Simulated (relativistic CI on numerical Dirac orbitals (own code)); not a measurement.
**d1 in a ligand field**

Computed with a parametric ligand-field model of a d^n configuration (Racah B and C, spin-orbit zeta, crystal field), exact diagonalisation.

Field parameters in Wybourne normalisation: Oh B⁴₀ = 21Dq, B⁴₄ = √(5/14) B⁴₀; Td as Oh with Dq negative (B⁴₀ = 21Dq, B⁴₄ = √(5/14) B⁴₀). The field is a parameter set, without covalency.

Lowest levels for B = 770, C = 3760, ζ = 670 cm⁻¹, Oh, 10Dq = 29450 cm⁻¹?

Γ8 0 (S 0.50), Γ7 1028 (S 0.50), Γ8 29830 (S 0.50) cm⁻¹, with S from ⟨S²⟩ = S(S + 1). The ground level has 0.00 electrons in the cubic e pair.

Lowest levels for B = 880, C = 3630, ζ = 160 cm⁻¹, Oh, 10Dq = 28800 cm⁻¹?

Γ8 0 (S 0.50), Γ7 241 (S 0.50), Γ8 28883 (S 0.50) cm⁻¹, with S from ⟨S²⟩ = S(S + 1). The ground level has 0.00 electrons in the cubic e pair.

Lowest levels for B = 610, C = 2190, ζ = 3450 cm⁻¹, Td, 10Dq = -8150 cm⁻¹?

Γ8 0 (S 0.50), Γ8 10616 (S 0.50), Γ7 13695 (S 0.50) cm⁻¹, with S from ⟨S²⟩ = S(S + 1). The ground level has 0.80 electrons in the cubic e pair.

Lowest levels for B = 550, C = 2270, ζ = 320 cm⁻¹, Td, 10Dq = -8800 cm⁻¹?

Γ8 0 (S 0.50), Γ8 8675 (S 0.50), Γ7 9138 (S 0.50) cm⁻¹, with S from ⟨S²⟩ = S(S + 1). The ground level has 1.00 electrons in the cubic e pair.

Lowest levels for B = 630, C = 2870, ζ = 460 cm⁻¹, Oh, 10Dq = 35250 cm⁻¹?

Γ8 0 (S 0.50), Γ7 699 (S 0.50), Γ8 35498 (S 0.50) cm⁻¹, with S from ⟨S²⟩ = S(S + 1). The ground level has 0.00 electrons in the cubic e pair.
